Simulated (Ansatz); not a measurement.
Consider the ligand exchange at the Si–C bond: `C[SiH2]C=O` + `C[NH][AlH2]` → `C[SiH2][N](C)[AlH2]` + `C=O`.

Computed with Ansatz on PBE0-D4/def2-TZVP structures; ΔE is electronic, products minus reactants. CCSD(T)/CBS is the MP2 limit (def2-TZVPP, def2-QZVPP) plus CCSD(T) − MP2 in def2-TZVPP, frozen cores. This one scheme is used for every species. Each species was taken in one conformer, which may not be the lowest.

```
             level  ΔE (eV)
   CCSD/def2-TZVPP    -0.73
SCS-MP2/def2-QZVPP    -0.77
```

Problem. What does CCSD(T)/CBS give? (Best estimate.)

Solution. Ansatz gave: -0.72 eV. The listed levels differ from it by -0.01, -0.05 eV.

Largest T1 diagnostic among the species: 0.015.

From PBE to PBE0 (25 % exact exchange), in def2-TZVPP and without D4, ΔE moves by −0.08 eV. The D4 term adds −0.11 eV with B3LYP and −0.06 eV with PBE0; it sums over pairs of atoms, weighted by their polarisabilities, and B3LYP, whose exchange is more repulsive, gets the larger term. In def2-TZVPP, CCSD(T) changes the Hartree–Fock value by −0.04 eV (the triples alone add −0.01 eV) and MP2 by −0.10 eV.

B3LYP here is the variant with VWN-RPA as its local correlation; programs differ in this.
